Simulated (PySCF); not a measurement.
Si(H)2(Me)2 cation (C2H8Si), SMILES [SiH2](C)C (connectivity only; charge and spin as stated), charge +1, multiplicity 2. Atoms are numbered in the order given.

```xyz
11

Si     0.0000     0.0000    -0.4670
C      1.6963     0.0000     0.4350
C     -1.6963     0.0000     0.4350
H      0.0000    -1.3420    -1.1565
H      0.0000     1.3420    -1.1565
H      1.6782     0.9297     1.0310
H      2.5587     0.0000    -0.2469
H      1.6782    -0.9297     1.0310
H     -2.5587     0.0000    -0.2469
H     -1.6782     0.9297     1.0310
H     -1.6782    -0.9297     1.0310
```
Charge +1, spin multiplicity 2.

The structure is a stationary point at B3LYP-D3(BJ)/def2-SVP. The geometry has at least one imaginary mode, so it is a saddle point at that level. The spin state was assumed, not searched. The isomer is the one that the SMILES or the coordinates give; other isomers of the formula were not compared.

Calculation: TDA-LC-ωPBE/def2-SVPD in PySCF 2.14.0.

Vertical excitations. The molecule is in vacuum.

Computed excitation energies, oscillator strengths and character:
| state | energy (eV) | λ (nm) | f | main pairs |
|---|---|---|---|---|
| root 1 | 1.07 | 1159 | 0.043 | β HOMO→LUMO 95 % |
| root 2 | 1.73 | 717 | 0.014 | β HOMO−1→LUMO 97 % |
| root 3 | 3.71 | 334 | 0.028 | β HOMO−2→LUMO 97 % |
| root 4 | 4.02 | 308 | 0.000 | β HOMO−3→LUMO 99 % |
| root 5 | 4.23 | 293 | 0.009 | β HOMO−4→LUMO 98 % |
| root 6 | 4.66 | 266 | 0.018 | β HOMO−5→LUMO 98 % |
| root 7 | 6.57 | 189 | 0.121 | β HOMO−6→LUMO 94 % |
| root 8 | 7.60 | 163 | 0.023 | α HOMO−1→LUMO 8 %, β HOMO→LUMO+1 78 % |
| root 9 | 7.95 | 156 | 0.005 | α HOMO−2→LUMO 21 %, β HOMO−1→LUMO+1 61 % |
| root 10 | 8.03 | 154 | 0.001 | α HOMO→LUMO 90 % |
Unrestricted roots are not spin-pure.
